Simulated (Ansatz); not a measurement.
CH2N2, SMILES `N=C=N` (charge 0, multiplicity 1).

Method: B3LYP/cc-pVTZ // B3LYP-D3(BJ)/def2-TZVP in Ansatz (a first-principles code).

Ansatz 0.2 input:
```yaml
crystal:
  periodic: [false, false, false]
  atoms:
    - { symbol: N, position_ang: [-1.196312, 0.124521, 0.007603] }
    - { symbol: C, position_ang: [-0.002071, 0.107087, 0.250175] }
    - { symbol: N, position_ang: [1.18858, 0.274566, 0.449356] }
    - { symbol: H, position_ang: [-1.845892, -0.338113, 0.628648] }
    - { symbol: H, position_ang: [1.860058, -0.391602, 0.092943] }
basis:
  gaussian: { orbitals: cc-pVTZ }
hamiltonian:
  xc: b3lyp
```

Output:

```
Functional definition: B3LYP
634 factors; their error is unknown
mean field evaluation 1: about -4043.5479 eV, gradient 6.2e1 eV
mean field evaluation 2: about -4038.5376 eV, gradient 7.7e1 eV
mean field evaluation 4: about -4050.2925 eV, gradient 2.5e0 eV
mean field evaluation 8: about -4050.3047 eV, gradient 1.2e-2 eV
mean field -4050.30470288 eV, -148.8459524358 hartree, gradient 3.2e-5 eV, S^2 0.000000; 0 other end points of the search recorded, 0 dependent functions left out
reference -4050.30488524 eV, -148.8459591372 hartree; 11, 11 occupied and 107, 107 virtual orbitals, 634 factors
Total energy: -4050.30488524 eV, -148.8459591372 hartree
```
